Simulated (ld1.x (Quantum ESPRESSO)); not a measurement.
silver: one change to a TM potential, before and after

- Element: silver (Ag)
- Generator: ld1.x (Quantum ESPRESSO) 7.5
- Type: norm-conserving Troullier–Martins (Kleinman–Bylander form)
- Functional: PW91
- Relativity: scalar-relativistic
- Frozen core: [Kr]
- Valence charge: 11
- Reference configuration: 4d10 5s0 5p1
- Partial waves: 5p (bound): rc 3.00 bohr; 4d (bound): rc 1.20 bohr; 5s (bound, empty): rc 2.10 bohr
- Local potential: the s channel
- Core correction: none

Change: reference 4d9 5s0 5p0.

Cutoffs: the cutoffs (Ry, on a coarse ladder) from which the occupation-weighted sum of valence levels, in a spherical-Bessel basis at the reference potential, stays within 10 and 1 mRy of its value at 400 Ry; they do not see the model core or the augmentation charge, which bear on the density cutoff. Errors are all-electron minus pseudo energies relative to the spin-unpolarised reference configuration.

Task: What does the change do?

Result: The potential gets neither clearly harder nor softer (80 Ry and 100 Ry → 80 Ry and 100 Ry); the range in which the s phases agree narrows (upper end 1.7 → 0.6); the range in which the p phases agree narrows (upper end 2.4 → 1.3); neither file shows a bound ghost.

```tsv
quantity	base	changed
cutoff, loose	80 Ry	80 Ry
cutoff, tight	100 Ry	100 Ry
bound ghosts	none	none
largest error over its own tests, meV	-1509	-858
s: phases at 3.26 bohr within 0.05 rad from the reference energy up to (Ry; the scan ends near 5)	1.7	0.6
p: phases at 3.26 bohr within 0.05 rad from the reference energy up to (Ry; the scan ends near 5)	2.4	1.3
d: phases at 3.26 bohr within 0.05 rad from the reference energy up to (Ry; the scan ends near 5)	0.5	-0.6
```
